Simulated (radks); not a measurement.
Results of a calculation; reference values are marked as such.
All-electron atom: the thallium ion Tl+ in [Kr] 4d10 4f14 5s2 5p5.5 5d10 6s2 7s0.5 (fractional occupations, a model configuration).

Level of theory: scalar-relativistic Kohn-Sham, AM05, spin-unpolarised, spherical densities, finite nucleus; Fermi nuclear charge, rms radius 5.4759 fm (a radial shooting solver on a logarithmic mesh with Libxc functionals).

Energy parts (hartree):
part                       energy
total                 -20228.5037
kinetic                22764.3024
electron-nucleus      -50406.3827
Hartree                 7780.8861
exchange-correlation    -367.3095

Orbitals (lengths in bohr, moments of r in powers of bohr; <r^-3> diverges for s and p1/2; r(90%) holds 90 % of the orbital's charge):
1s: occ. 2; eigenvalue (hartree) -3143.214; r(90%) 0.0299
2s: occ. 2; eigenvalue (hartree) -560.1605; r(90%) 0.107
2p: occ. 6; eigenvalue (hartree) -482.1920; r(90%) 0.102; <r^-3> 28110
3s: occ. 2; eigenvalue (hartree) -134.0729; r(90%) 0.261
3p: occ. 6; eigenvalue (hartree) -111.6215; r(90%) 0.268; <r^-3> 6490
3d: occ. 10; eigenvalue (hartree) -88.28490; r(90%) 0.252; <r^-3> 794.9
4s: occ. 2; eigenvalue (hartree) -30.28003; r(90%) 0.562
4p: occ. 6; eigenvalue (hartree) -22.91504; r(90%) 0.605; <r^-3> 1587
4d: occ. 10; eigenvalue (hartree) -14.26750; r(90%) 0.655; <r^-3> 171.2
4f: occ. 14; eigenvalue (hartree) -4.69008; r(90%) 0.744; <r^-3> 34.22
5s: occ. 2; eigenvalue (hartree) -5.28748; r(90%) 1.25
5p: occ. 5.5; eigenvalue (hartree) -3.26136; r(90%) 1.45; <r^-3> 290.2
5d: occ. 10; eigenvalue (hartree) -1.00475; r(90%) 2.05; <r^-3> 19.29
6s: occ. 2; eigenvalue (hartree) -0.70367; r(90%) 3.33
6p: occ. 0; eigenvalue (hartree) -0.37214; r(90%) 4.58; <r^-3> 24.63
6d: occ. 0; eigenvalue (hartree) -0.12943; r(90%) 9.07; <r^-3> 0.5345
7s: occ. 0.5; eigenvalue (hartree) -0.18531; r(90%) 8.58

The highest occupied level is 7s at -5.043 eV. The configuration is held as typed, so some empty levels lie below it. Summed over all electrons, <r^2> = 69.50 bohr^2, which gives a Langevin (diamagnetic) susceptibility term of -55 x 10^-6 cm^3/mol.
